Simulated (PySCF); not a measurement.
Telling isomers of C₃H₉F₃OSi₂ apart by NMR

Method: GFN2-xTB geometry, σ from GIAO-PBE0/pcSseg-1, in PySCF 2.14 (non-relativistic Hamiltonian, no solvent model, one averaged value for each set of equivalent atoms, one conformer).

Scale: 1H and 13C vs TMS (reference shieldings calculated alike). Splittings of carbon signals by F and P are missing where no couplings were computed. Where no couplings were computed, multiplicities follow the n + 1 count of equivalent neighbours, and m marks all less simple cases (inequivalent or close neighbours, rings, F or P nearby). Shifts are as computed. Against solution values, carbons near 30 ppm lie about +3 ppm off and those near 130 ppm about +5 ppm. Of 1309 compounds with measured shifts, 239 miss one by over three times the rms of a fit or turn the order of signals round; such compounds aren't used in these exercises.

(1) Tabulate the signals of `C[C@H](O[SiH2][SiH3])C(F)(F)F`, `FC(F)(F)[SiH2]OCC[SiH3]`, `C[SiH](C)O[SiH2]C(F)(F)F` and their relative energies.

(2) What is the quickest way to tell C[C@H](O[SiH2][SiH3])C(F)(F)F from C[SiH](C)O[SiH2]C(F)(F)F?

(3) What is the quickest way to tell FC(F)(F)[SiH2]OCC[SiH3] from C[SiH](C)O[SiH2]C(F)(F)F?

(4) What is the quickest way to tell C[C@H](O[SiH2][SiH3])C(F)(F)F from FC(F)(F)[SiH2]OCC[SiH3]?

Answers

(1) 
| SMILES | carbon types | δC | δH | E rel. (kcal/mol) |
| --- | --- | --- | --- | --- |
| C[C@H](O[SiH2][SiH3])C(F)(F)F | 1×C 1×CH 1×CH3 | 134.7, 75.5, 19.8 | 5.55 (m, 1H), 5.31 (m, 1H), 3.89 (m, 1H), 3.42 (m, 3H), 1.46 (d, 3H) | 48.5 |
| FC(F)(F)[SiH2]OCC[SiH3] | 1×C 2×CH2 | 138.6, 67.3, 16.3 | 4.89 (m, 2H), 4.11 (t, 2H), 3.79 (t, 3H), 1.39 (m, 2H) | 55.4 |
| C[SiH](C)O[SiH2]C(F)(F)F | 1×C 2×CH3 | 138.5, 1.6 | 5.38 (sept, 1H), 4.97 (m, 2H), 0.40 (d, 6H) | 0.0 |

Energies are electronic energies at PBE0/pcSseg-1 on these geometries, without zero-point or thermal terms, each for the one conformer computed, which needn't be the lowest.

(2) Count the carbon signals: 3 against 2. The first has an sp3 CH bonded to O at 75.5 ppm, the second a methyl carbon bonded to Si (CH3) at 1.6 ppm. Their most deshielded carbons lie at 134.7 and 138.5 ppm.

(3) Count the carbon signals: 3 against 2. The first has an sp3 CH2 bonded to O at 67.3 ppm, the second a methyl carbon bonded to Si (CH3) at 1.6 ppm. Their most deshielded carbons lie at 138.6 and 138.5 ppm. In the proton spectra the most deshielded non-exchanging signals are 4.89 (m, 2H) and 5.38 (sept, 1H).

(4) Both give the same number of carbon signals, but DEPT or the intensities differ. The first has an sp3 CH bonded to O at 75.5 ppm, the second an sp3 CH2 bonded to O at 67.3 ppm. Their most deshielded carbons lie at 134.7 and 138.6 ppm. In the proton spectra the most deshielded non-exchanging signals are 5.55 (m, 1H) and 4.89 (m, 2H).
